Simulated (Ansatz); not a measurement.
Basis-set extrapolation for CH₆ClFOSSi₂ (`CO[SiH](F)S[SiH2]Cl`) (PBE0-D4/def2-TZVP geometry, frozen core, the Gaussian-basis code of Ansatz). Multiplicity 1, RHF reference.

|  | def2-TZVPP | def2-QZVPP |
| --- | --- | --- |
| HF | -1650.931211 | -1650.984194 |
| MP2 correlation | -1.257663 | -1.368061 |
| CCSD(T) correlation | -1.373241 | not run |

Energies in hartree. Use E(X) = E(∞) + A·exp(−7.88·√X) for Hartree–Fock and E(X) = E(∞) + B·X^(−2.97) for correlation, with X = 3 and 4, and add CCSD(T) minus MP2 of the smaller set to the MP2 limit.

Task: What is the CCSD(T) energy at the basis-set limit?

Result: HF limit: -1650.984194 + (-0.052983) × 0.13774 = -1650.99149. MP2 limit: -1.368061 + (-0.110398) × 0.74074 = -1.44984. Higher-order term: -1.373241 − (-1.257663) = -0.11558. Total: -1652.55691 hartree, 158.4 kcal/mol below CCSD(T)/def2-TZVPP.
